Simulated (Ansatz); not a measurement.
The cluster Sc2N2. Charge 0, multiplicity 5. Geometry r2SCAN-D4/def2-SVP; atoms count from 1.

```csv
atom,x (Å),y (Å),z (Å)
Sc1,-1.323,-0.242,-0.790
Sc2,1.323,0.243,0.790
N3,-0.624,0.204,0.983
N4,0.624,-0.204,-0.983
```

At PBE0-D4/def2-TZVP a singlet of charge 0 lies 3.00 eV below the quintet, each at its own geometry. The structure comes from a short search, and lower isomers may exist.

Estimate the Mulliken populations from the PBE0/def2-TZVP orbitals of Ansatz.


```json
{"atom": "Sc1", "charge (e)": "0.66", "spin (α − β)": "0.95", "d electrons": "1.31"}
{"atom": "Sc2", "charge (e)": "0.66", "spin (α − β)": "0.95", "d electrons": "1.31"}
{"atom": "N3", "charge (e)": "-0.66", "spin (α − β)": "1.05", "d electrons": "–"}
{"atom": "N4", "charge (e)": "-0.66", "spin (α − β)": "1.05", "d electrons": "–"}
```
Mulliken values and Mayer orders depend strongly on the basis.

Where does the spin sit?

Summed by element: Sc 1.90, N 2.10, of 4 unpaired in all. Largest on single atoms: N3 1.05, N4 1.05, Sc1 0.95.

And the Mayer bond orders between bonded heavy atoms (over 0.3)?

Sc1–N3 1.08 (1.96 Å); Sc1–N4 1.08 (1.96 Å); Sc2–N3 1.08 (1.96 Å); Sc2–N4 1.08 (1.96 Å). Values over 0.3 also appear between atoms too far apart for a bond (N3–N4 0.44 at 2.36 Å); they arise where an orbital or an unpaired electron spreads over both atoms.
